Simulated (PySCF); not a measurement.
# `[C@@H]12[C@@](CF)(CC[C@@H]1F)C2`, C$_{7}$H$_{10}$F$_{2}$

Geometry:
| atom | x (Å) | y (Å) | z (Å) |
| --- | --- | --- | --- |
| F1 | 1.731 | -0.840 | 2.050 |
| C2 | 1.987 | -0.168 | 0.875 |
| C3 | 0.723 | 0.012 | 0.080 |
| C4 | 0.025 | -1.249 | -0.402 |
| C5 | -1.423 | -0.828 | -0.676 |
| C6 | -1.684 | 0.386 | 0.227 |
| F7 | -2.557 | 1.265 | -0.390 |
| C8 | -0.332 | 1.013 | 0.469 |
| C9 | 0.525 | 1.250 | -0.743 |
| H10 | 2.429 | 0.793 | 1.154 |
| H11 | 2.719 | -0.773 | 0.327 |
| H12 | 0.062 | -1.994 | 0.395 |
| H13 | 0.502 | -1.670 | -1.288 |
| H14 | -2.128 | -1.635 | -0.483 |
| H15 | -1.549 | -0.514 | -1.712 |
| H16 | -2.163 | 0.110 | 1.174 |
| H17 | -0.226 | 1.660 | 1.327 |
| H18 | 0.081 | 1.165 | -1.721 |
| H19 | 1.272 | 2.026 | -0.671 |

Computed with GIAO PBE0/pcSseg-1 magnetisability, rotational g tensor and spin-rotation constants, non-relativistic, gas phase in PySCF. Geometry: GFN2-xTB.

**Question.** Give the nuclear spin-rotation constants along the inertial axes (H = +C I·J) beside the isotropic shieldings.

**Answer.** Rotational constants 3.1221, 1.0879, 1.0190 GHz. A star marks the isotopologue with that one atom substituted, in its own axes.
```
atom  isotope  Caa (kHz)  Cbb (kHz)  Ccc (kHz)  mean (kHz)  σ (ppm)
  F1      19F      0.182      0.469      0.425       0.358    419.4
  F7      19F      1.937      0.557      0.428       0.974    381.9
 H10       1H     -0.295      0.062     -0.114      -0.116     27.6
 H11       1H     -0.141     -0.074     -0.019      -0.078     26.6
 H12       1H     -0.217     -0.060     -0.056      -0.111     29.5
 H13       1H     -0.329     -0.107      0.015      -0.141     30.0
 H14       1H     -0.322      0.011     -0.091      -0.134     29.6
 H15       1H     -0.229     -0.120     -0.009      -0.120     30.1
 H16       1H     -0.333     -0.090      0.071      -0.117     26.1
 H17       1H     -0.321     -0.057     -0.041      -0.140     30.1
 H18       1H     -0.188     -0.118     -0.042      -0.116     30.8
 H19       1H     -0.290     -0.017     -0.113      -0.140     31.2
  C2     13C*      0.825      0.288      0.222       0.445     96.8
  C3     13C*      0.498      0.189      0.166       0.284    153.2
  C4     13C*      0.480      0.155      0.182       0.272    157.8
  C5     13C*      0.465      0.181      0.173       0.273    155.5
  C6     13C*      0.644      0.287      0.327       0.420     87.4
  C8     13C*      0.413      0.129      0.233       0.258    157.1
  C9     13C*      0.355      0.136      0.160       0.217    174.9
```
For the geometry as given, no vibrational averaging.
